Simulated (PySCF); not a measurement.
CH₇FOSi₂, SMILES F[Si@H](OC)[SiH3].

The structure is a stationary point at B3LYP-D3(BJ)/def2-SVP. The structure was generated by enumeration; whether it is a known compound was not checked. Other conformers were not sampled.

Two levels are set side by side: TDA-PBE/def2-SVPD (PySCF) and TDA-PBE0/def2-SVPD (PySCF). Vertical, same geometry. The lowest singlet is HOMO→LUMO 82 % with PBE and HOMO→LUMO 90 % with the other functional; states are paired by order. Differences are taken from unrounded values.

```json
[
 {"quantity": "lowest singlet excitation (eV)", "TDA-PBE": "6.24"},
 {"quantity": "lowest triplet excitation (TDA) (eV)", "TDA-PBE": "5.70"},
 {"quantity": "first bright state (f over 0.05) (eV)", "TDA-PBE": "7.32"},
 {"quantity": "its oscillator strength", "TDA-PBE": "0.12"}
]
```

Problem. These are the TDA-PBE values. What does TDA-PBE0 give? (An estimate is asked for; the answer gives what the named calculation found.)

Solution. 
```csv
quantity,TDA-PBE0,TDA-PBE minus TDA-PBE0
lowest singlet excitation (eV),6.93,-0.69
lowest triplet excitation (TDA) (eV),6.02,-0.32
first bright state (f over 0.05) (eV),8.03,-0.71
its oscillator strength,0.29,-0.17
```

Functionals without exact exchange tend to place singlet excitations lower, as here. Differences between two approximate levels are no errors against the true value.

Rough cost on one machine, each run with all the roots and properties that it gave: TDA-PBE0 against TDA-PBE about 2 times.
